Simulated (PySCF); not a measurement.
# Bond lengths and vibrations by method: AlBCl2H

All numbers below are calculated, not measured. They come from PySCF 2.14.0, an open-source quantum chemistry program, on an isolated molecule that a program drew, which may never have been made. The molecule is AlBCl2H (charge 0, doublet), drawn as the SMILES string `[BH][Al]([Cl])[Cl]`.

The geometry was optimised and harmonic frequencies were computed with HF and MP2, all in the cc-pV(D+d)Z basis, for the commonest isotopes, with a restricted reference for singlets and an unrestricted one otherwise, and a frozen core in MP2. Each result is a local minimum of its method.

Geometry at the HF minimum:
```xyz
5
AlBCl2H, angstrom
B     1.9932   -0.5492   -2.2702
Al    2.9180   -0.6189   -0.4612
Cl    2.9743    1.0769    0.7791
Cl    3.8302   -2.3902    0.2079
H     1.4690   -0.5030   -3.3325
```

Lengths of the bonds as drawn, in Å (atoms numbered as above):
| bond | HF | MP2 |
|---|---|---|
| B1-Al2 | 2.033 | 2.036 |
| Al2-Cl3 | 2.102 | 2.099 |
| Al2-Cl4 | 2.102 | 2.099 |
| B1-H5 | 1.185 | 1.194 |

Rotational constants, in GHz:
| constant | HF | MP2 |
|---|---|---|
| A | 4.438 | 4.492 |
| B | 2.21 | 2.19 |
| C | 1.475 | 1.472 |

Harmonic frequencies in cm^-1, each column in rising order, so a row needn't be the same motion in every method:
```
rank,HF,MP2
1,97,132
2,145,154
3,161,167
4,224,236
5,437,433
6,588,?
7,705,685
8,731,721
9,2850,2791
```

**Estimate the missing MP2 frequency from the HF column.**

A single factor s that minimises the squared misfit of MP2 against s times HF over the other rows is sum(HF x MP2) / sum(HF^2) = 0.9806, with an rms misfit of 16 cm^-1. For rank 6 it gives 0.9806 x 588 = 577 cm^-1. The calculation gives 593 cm^-1, 16 cm^-1 above the estimate. The drawn bonds are on average 0.2 % longer in MP2 than in HF.
